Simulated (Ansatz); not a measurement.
A nudged elastic band was laid between two geometries of C$_{3}$H$_{3}$BClF (9 atoms, charge 0, multiplicity 1).

The calculation used RKS revPBE-D4/def2-SVP in Ansatz 0.2.0.

- movable images: 5
- climbing image: yes
- spring: 5.0 eV/Å²
- optimiser: quadratic models (default)
- start path: through a guess of the saddle point
- force threshold: 0.03 eV/Å
- iteration limit: 60
- end points: relaxed

Image 0:

```xyz
9
Properties=species:S:1:pos:R:3
C 2.103 -0.423 0.846
C 0.906 -0.376 0.588
C -0.497 -0.256 0.283
Cl -1.091 -1.609 -0.887
B -0.951 0.845 -0.775
F -2.155 1.409 -0.630
H 3.157 -0.477 1.079
H -1.145 -0.342 1.177
H -0.239 1.182 -1.697
```

Image 6:

```xyz
9
Properties=species:S:1:pos:R:3
C 2.092 -0.387 0.867
C 0.898 -0.366 0.595
C -0.504 -0.281 0.280
Cl -1.042 -1.588 -0.976
B -1.016 0.837 -0.732
F -0.147 1.418 -1.561
H 3.147 -0.405 1.107
H -1.157 -0.452 1.157
H -2.182 1.179 -0.756
```

(1) Which bonds break or form, and what moves?

(2) What energy profile does the band end with?

(3) What is the geometry of the highest image?

(4) What are the harmonic wavenumbers there?

Results:

(1) No bond is made or broken. The dihedral H8–C3–B5–H9 goes from 169 to -21°.

(2) The run converged. The highest image is number 3 of 0 to 6, 3.3 kcal/mol above the ends, which have the same energy within 2 meV. A vibrational analysis at the climbing image gives one clearly imaginary mode, 84i cm⁻¹: a first-order saddle point.

| image | path coordinate (Å) | energy (kcal/mol) | dihedral H8–C3–B5–H9 (°) |
| --- | --- | --- | --- |
| 0 | 0.00 | 0.0 | 169 |
| 1 | 0.86 | 1.3 | -171 |
| 2 | 1.72 | 2.2 | -142 |
| 3 | 2.58 | 3.3 | -106 |
| 4 | 3.25 | 2.9 | -78 |
| 5 | 3.92 | 1.5 | -50 |
| 6 | 4.58 | 0.0 | -21 |

(3) 
```xyz
9
Properties=species:S:1:pos:R:3
C 1.975 -0.264 0.970
C 0.825 -0.376 0.564
C -0.530 -0.455 0.046
Cl -0.779 -1.949 -0.992
B -0.944 0.859 -0.772
F -0.699 2.038 -0.205
H 2.988 -0.176 1.336
H -1.252 -0.557 0.890
H -1.496 0.834 -1.854
```

(4) 84i, 116, 182, 215, 349, 427, 454, 622, 672, 692, 799, 919, 1007, 1070, 1103, 1180, 1320, 2153, 2594, 2958, 3407 cm⁻¹.

The run took 77 s on 2 threads of Arm Neoverse V2, with other jobs on the host, peak memory 0.14 GiB.
